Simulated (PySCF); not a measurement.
CHNO.

```xyz
4

N     -0.1225    -1.1550     0.0000
C      0.0194     0.0448     0.0000
O      0.0148     1.2056     0.0000
H      0.6225    -1.8285     0.0000
```

Geometry: PBE0-D3(BJ)/def2-TZVP.

Computed with HF/pcSseg-2 run with PySCF. Non-relativistic, no solvent.

Computed absolute GIAO shielding of each atom: isotropic value and principal components (ppm):
```tsv
atom	σ(iso)	σ11	σ22	σ33	span
N1	237.9	146.1	217.2	350.5	204.4
C2	43.5	-74.6	-63.4	268.4	343.0
O3	185.2	33.3	154.6	367.7	334.4
H4	28.3	22.1	22.2	40.6	18.6
```
